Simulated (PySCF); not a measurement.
Molfile (atoms numbered from 1):
```
C7H5O
     RDKit          3D

 13 13  0  0  0  0  0  0  0  0999 V2000
    3.3235    0.6599    0.0979 O   0  0  0  0  0  0  0  0  0  0  0  0
    2.2130    0.4674    0.1050 C   0  0  0  0  0  0  0  0  0  0  0  0
    0.8502    0.2296    0.1133 C   0  0  0  0  0  0  0  0  0  0  0  0
   -0.0371    1.3358    0.1859 C   0  0  0  0  0  0  0  0  0  0  0  0
   -1.3947    1.0757    0.1925 C   0  0  0  0  0  0  0  0  0  0  0  0
   -1.8572   -0.2449    0.1291 C   0  0  0  0  0  0  0  0  0  0  0  0
   -0.9738   -1.3297    0.0579 C   0  0  0  0  0  0  0  0  0  0  0  0
    0.3912   -1.1125    0.0488 C   0  0  0  0  0  0  0  0  0  0  0  0
    0.3449    2.3575    0.2350 H   0  0  0  0  0  0  0  0  0  0  0  0
   -2.1031    1.9045    0.2476 H   0  0  0  0  0  0  0  0  0  0  0  0
   -2.9338   -0.4338    0.1353 H   0  0  0  0  0  0  0  0  0  0  0  0
   -1.3587   -2.3501    0.0091 H   0  0  0  0  0  0  0  0  0  0  0  0
    1.0974   -1.9435   -0.0064 H   0  0  0  0  0  0  0  0  0  0  0  0
  1  2  3  0
  2  3  1  0
  3  4  2  0
  4  5  1  0
  5  6  2  0
  6  7  1  0
  7  8  2  0
  8  3  1  0
  4  9  1  0
  5 10  1  0
  6 11  1  0
  7 12  1  0
  8 13  1  0
M  CHG  1   1   1
M  END
```

Geometry: PBE0-D3(BJ)/def2-SVP; GIAO shifts from PySCF, gas phase, non-relativistic, averaged over equivalent atoms.

At PBE0/pcSseg-1 (161 basis functions, 25 s wall time on 1 thread of an Arm Neoverse N1, shared host):
| atoms | δ (ppm) |
| --- | --- |
| O1 | 387.0 |
| C2 | 167.9 |
| C6 | 160.8 |
| C4/C8 | 149.1 |
| C5/C7 | 140.4 |
| C3 | 83.0 |
| H11 | 9.14 |
| H9/H13 | 8.85 |
| H10/H12 | 8.58 |

Scale: $^{17}$O (334.56 ppm) against H2O; $^{13}$C (184.41 ppm) and $^{1}$H (31.27 ppm) vs TMS (reference shieldings calculated alike).

Task: What do these become at B3LYP/pcSseg-2?

Result: 
```csv
atoms,δ at B3LYP/pcSseg-2,change
O1,380.8,-6.2
C2,170.5,+2.6
C6,165.5,+4.7
C4/C8,153.5,+4.4
C5/C7,144.6,+4.2
C3,86.3,+3.3
H11,9.08,-0.06
H9/H13,8.81,-0.04
H10/H12,8.48,-0.10
```

Shifts are taken against calculated references (same method and geometry level): H2O for $^{17}$O (σ = 325.85 ppm); $^{13}$C (σ = 179.19 ppm) and $^{1}$H (σ = 31.39 ppm) against TMS.

The largest change is at O1 (oxygen bonded to C). Cost: 358 basis functions, 100 s wall time on 1 thread of an Arm Neoverse N1, shared host. The order of the carbon signals is the same at both levels.

Unscaled 17O shifts of doubly bonded oxygen tend to come out too high, by tens of ppm or more. Experimental scales use liquid or dissolved standards, which lie at an offset from isolated H2O (liquid H2O: subtract about 36 ppm).
